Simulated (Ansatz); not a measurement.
System: C$_{4}$H$_{7}$ (charge -1, singlet). It need not be the lowest isomer of its formula. Whether it binds its extra electron was not tested at this geometry. 
Geometry from a B3LYP-D3(BJ)/def2-TZVP (Ansatz, a program for electronic structure) optimisation:
```
C
C 1 1.3860
H 1 1.0899 2 119.41
C 2 1.3922 1 132.83 3 0.90
H 4 1.0833 2 120.79 1 176.35
H 4 1.0867 5 117.15 2 175.86
H 2 1.0984 1 113.32 3 -179.10
C 1 1.4970 3 117.06 2 -175.17
H 8 1.0979 1 109.93 3 -176.84
H 8 1.1073 9 106.00 1 -124.19
H 8 1.1115 9 105.65 10 -110.74
```
Charge -1, spin multiplicity 1.

Basis-set convergence of Hartree-Fock and CCSD correlation energies (hartree) with Ansatz. Valence correlation only, unless marked. No spin-orbit coupling. No relativistic terms. This anion needs diffuse functions, which these sets lack.

```csv
basis,functions,E(HF),"E(corr, CCSD)"
cc-pVDZ,91,-155.45234,-0.61921
cc-pVTZ,218,(withheld),(withheld)
```

What belongs in the gaps?


- cc-pVTZ, E(HF): -155.50156
- cc-pVTZ, E(corr, CCSD): -0.73595
